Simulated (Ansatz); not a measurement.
Gas-phase electronic energies from Ansatz, PBE0-D4/def2-TZVP geometries. CCSD(T)/CBS adds triple-zeta CCSD(T) − MP2 to the extrapolated MP2 energy (def2 sets, frozen cores). This one scheme is used for every species. DFT in def2-TZVPP. Each species was taken in one conformer, which may not be the lowest.

`O[SiH2]N[SiH2][AlH2]` + `OC=S` → `O[SiH2]OC=S` + `N[SiH2][AlH2]`  (ligand exchange at the Si–N bond)

`O[SiH2]N[SiH2][AlH2]`:

Cartesian coordinates in Å:
```
O 0.001 -2.889 -0.907
Si 1.053 -1.721 -0.421
N 0.411 -0.128 -0.490
Si -0.904 0.526 0.448
Al -0.560 2.910 0.955
H -0.372 -2.812 -1.786
H 2.272 -1.698 -1.274
H 1.360 -2.109 0.973
H 0.832 0.486 -1.171
H -0.980 -0.298 1.689
H -2.228 0.337 -0.229
H -1.428 3.661 2.054
H 0.544 3.735 0.157
```

`OC=S`:

Cartesian coordinates in Å:
```
O 0.969 0.201 0.184
C -0.336 0.085 -0.052
S -1.345 1.331 -0.129
H 1.383 -0.671 0.188
H -0.671 -0.947 -0.191
```

`O[SiH2]OC=S`:

Z-matrix (Å, degrees):
```
Si
O 1 1.674
O 1 1.629 2 111.4
H 1 1.477 2 108.7 3 116.3
H 1 1.476 2 103.5 3 -121.5
C 2 1.329 1 125.8 3 -83.5
H 3 0.958 1 119.4 2 -67.9
S 6 1.607 2 124.5 1 173.3
H 6 1.096 2 113.9 1 -7.2
```

`N[SiH2][AlH2]`:

```xyz
9

N     1.283    0.992   -0.422
Si   -0.188    0.648    0.422
Al   -1.007   -1.572   -0.240
H     1.954    0.254   -0.562
H     1.750    1.875   -0.287
H    -1.170    1.717    0.073
H    -0.084    0.716    1.921
H    -2.502   -2.024    0.061
H    -0.036   -2.606   -0.965
```

```tsv
level	ΔE (kcal/mol)
r2SCAN	-6.0
HF/def2-QZVPP	-8.9
```

Q: What does CCSD(T)/CBS give? (An estimate is asked.)

A: The calculation gave: -6.2 kcal/mol. The listed levels differ from it by 0.2, -2.7 kcal/mol.

Largest T1 diagnostic among the species: 0.018.

The D4 term adds +0.8 kcal/mol with B3LYP and +0.5 kcal/mol with PBE0; it sums over pairs of atoms, weighted by their polarisabilities, and B3LYP, whose exchange is more repulsive, gets the larger term. In def2-TZVPP, CCSD(T) changes the Hartree–Fock value by +2.5 kcal/mol (the triples alone add +0.4 kcal/mol) and MP2 by +2.4 kcal/mol.

B3LYP here is the variant with VWN-RPA as its local correlation; programs differ in this.
